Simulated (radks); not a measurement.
Values are calculated unless marked as measured or tabulated.
Initial-state core-level shifts of the cadmium ion Cd2+ when its valence configuration changes from [Kr] 4d10. Level of theory: scalar-relativistic Kohn-Sham, PBE, spin-polarised, spherical densities, point nucleus; open shells are filled with parallel spins first (spin-orbit coupling, left out, can overturn this in heavy ions) (a radial shooting solver on a logarithmic mesh with Libxc functionals). Shifts are changes of the shell-averaged eigenvalues in eV (positive: less bound).

valence           2p       3s       3p       3d
4d9 5p1       -7.410   -7.291   -7.291   -7.324
4d8 5p2      -15.055  -14.756  -14.756  -14.834
4d9 5s1       -6.021   -5.877   -5.877   -5.913
4d8 5s2      -12.521  -12.170  -12.171  -12.253
4d7 5s1 5p2  -21.685  -21.112  -21.112  -21.248
4d6 5s2 5p2  -28.956  -28.033  -28.034  -28.236
4d6 5s1 5p3  -29.866  -28.975  -28.975  -29.177
4d7.5 5p2.5  -18.966  -18.552  -18.552  -18.656
4d8 5s1 5p1  -13.739  -13.414  -13.415  -13.495
